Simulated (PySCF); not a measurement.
**Si3PH7O**

The system: Si3PH7O, a silylene (divalent Si1, bonded to 1 O + 1 P); neutral, singlet. The structure, one conformer, was relaxed in the gas phase by PBE0-D3(BJ)/def2-SVP. No frequency run checks that it is a minimum.

The strong deshielding of the divalent centre rests on a low-lying excitation, and density functionals tend to overstate it.

SMILES: [SiH3]O[Si]P[SiH3]

```xyz
12

Si   -0.457    0.541    1.977
O    -1.439   -0.262    0.901
Si   -1.720   -1.386   -0.303
P     1.617   -0.152    1.201
Si    1.308    1.135   -0.626
H    -0.475   -2.162   -0.580
H    -2.156   -0.665   -1.532
H    -2.798   -2.307    0.157
H     2.296    0.864    1.944
H     2.606    1.728   -1.060
H     0.333    2.258   -0.406
H     0.747    0.266   -1.702
```
(Å; atoms numbered from 1)

Shieldings: GIAO PBE0/pcSseg-2. Shifts are against computed references at the same level: H TMS (σ 31.24 ppm), Si TMS (σ 341.3 ppm). Core levels by delta-SCF with SCAN, pcX-2 on the ionised atom and pcseg-1 elsewhere, spin-free X2C (2p3/2 is the spin-free 2p value less a third of a first-order spin-orbit splitting); from the vacuum level, for chosen atoms.

(1) Give the NMR and core-level values of the distinct atoms.

(2) Which of Si1, Si3, Si5 holds its core electrons tightest, and by how much against the loosest?

(3) By CAM-B3LYP/def2-SVPD (TDDFT singlets, Tamm-Dancoff triplets, ionisation by delta-SCF), where does absorption start, and what does vertical ionisation take?

Answers

(1) 
```json
{"atoms": "Si1", "bonded to": "1 O + 1 P", "σ (ppm)": "-34.1", "δ (ppm)": "375.4", "core level (eV)": "2p3/2 107.40"}
{"atoms": "O2", "bonded to": "2 Si", "σ (ppm)": "105.1", "δ (ppm)": "-", "core level (eV)": "1s 537.92"}
{"atoms": "Si3", "bonded to": "1 O + 3 H", "σ (ppm)": "383.1", "δ (ppm)": "-41.8", "core level (eV)": "2p3/2 107.62"}
{"atoms": "P4", "bonded to": "2 Si + 1 H", "σ (ppm)": "449.1", "δ (ppm)": "-", "core level (eV)": "2p3/2 135.46"}
{"atoms": "Si5", "bonded to": "1 P + 3 H", "σ (ppm)": "455.8", "δ (ppm)": "-114.5", "core level (eV)": "2p3/2 106.83"}
{"atoms": "H6 H7 H8", "bonded to": "1 Si", "σ (ppm)": "25.98", "δ (ppm)": "5.26", "core level (eV)": "-"}
{"atoms": "H9", "bonded to": "1 P", "σ (ppm)": "28.90", "δ (ppm)": "2.34", "core level (eV)": "-"}
{"atoms": "H10 H11 H12", "bonded to": "1 Si", "σ (ppm)": "27.36", "δ (ppm)": "3.89", "core level (eV)": "-"}
```

Values are those of this one static structure, with the three H of a rotating XH3 group averaged; atoms that internal rotation interchanges would show their mean in an NMR spectrum.

(2) Si3 (bonded to 1 O + 3 H), by 0.79 eV over Si5 (bonded to 1 P + 3 H).

(3) The lowest singlet lies at 2.91 eV (f 0.008), the strongest of the first 6 at 6.04 eV (f 0.315), the lowest triplet at 1.89 eV; vertical ionisation takes 8.09 eV.
